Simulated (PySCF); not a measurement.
How methods differ on the excitation energy of Sc+

Sc+ [Ar] 3d1 4s1 (3D) → Sc+ [Ar] 3d1 4p1 (high-spin determinant), as a difference of total energies. All numbers are calculated (PySCF 2.14, scalar relativity by spin-free X2C-1e, in ANO-RCC-VTZP (6s5p3d2f1g, 59 functions)). Correlated levels: valence: [Ar] frozen. The calculations carry no spin-orbit coupling.

```tsv
method	excitation energy (eV)
UHF	3.240
MP2 (valence)	3.276
SCS-MP2 (valence)	3.252
CCSD (valence)	3.280
```

Problem. How much does correlation contribute at MP2 (valence)?

Solution. 3.276 − (3.240) = 0.036 eV, measured against UHF.

A first-order spin-orbit estimate (lowest level to lowest level, LS coupling) adds -0.011 eV.

The basis was made for the ground configuration and has no added diffuse functions, so the excitation energy can come out too high.

With two correlated electrons CCSD is exact in that space.

The determinant of the upper state mixes LS terms, which raises its energy above the lowest term, most at the Hartree-Fock and MP2 levels.
